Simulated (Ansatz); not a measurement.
System: KAu (charge 0, singlet). SMILES: [K][Au]
Geometry: optimised at B3LYP-D3(BJ)/def2-TZVP (Ansatz, a first-principles code).

Wanted: atomisation energy, in kcal/mol. Terms: spin-orbit terms left out; open shells spin-unrestricted; def2 sets with scalar-relativistic core potentials past Kr; atomisation electronic, to ground-state atoms; LANL2DZ with its own core potentials from Na on. First-principles rows: single points at B3LYP-D3(BJ) geometries (Ansatz). The spin state of an ion or metal species was assumed, not searched.

```json
[
 {"species": "[K][Au]", "coefficient": "-1", "E at B3LYP/LANL2DZ (Ansatz), Eh": "-163.66101", "E at wB97M-V/def2-TZVPD (Ansatz), Eh": "-735.58358"},
 {"species": "Au atom", "coefficient": "+1", "E at B3LYP/LANL2DZ (Ansatz), Eh": "-135.43979", "E at wB97M-V/def2-TZVPD (Ansatz), Eh": "-135.61833"},
 {"species": "K atom", "coefficient": "+1", "E at B3LYP/LANL2DZ (Ansatz), Eh": "-28.13398", "E at wB97M-V/def2-TZVPD (Ansatz), Eh": "-599.87933"}
]
```

 1 Eh = 627.5095 kcal/mol.

Task: Compute it at each level from the table.

Result: 
- B3LYP/LANL2DZ: the sum of coefficient times E is 0.08724 Eh, or 54.74 kcal/mol. Result: 54.7 kcal/mol.
- wB97M-V/def2-TZVPD: the sum of coefficient times E is 0.08592 Eh, or 53.92 kcal/mol. Result: 53.9 kcal/mol.
